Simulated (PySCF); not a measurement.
Constitutional and geometric isomers with formula C2H5N. Isolated molecules, 0 K electronic values unless said otherwise. One relaxed conformer stands for each flexible species; it need not be the lowest. Strings in code marks are SMILES.

The vertical ionisation energy (Delta-SCF) from two functionals at the same geometries (PBE0-D3(BJ)/def2-TZVP), both in PySCF: PBE-D3(BJ)/def2-TZVP and ωB97X-D3(BJ)/def2-TZVP. Delta-SCF ions had no search for a lower state. 

```tsv
species	PBE-D3(BJ)/def2-TZVP (eV)	ωB97X-D3(BJ)/def2-TZVP (eV)
`C=NC`	9.66	9.92
`[H]/N=C/C`	9.95	10.25
`NC=C`	8.32	8.45
```

Over these rows, drawn at random from the members with no instability flagged (it was tested for open shells, ions and some series alone), PBE minus ωB97X-D3(BJ): mean -0.23 eV, from -0.31 eV to -0.13 eV.
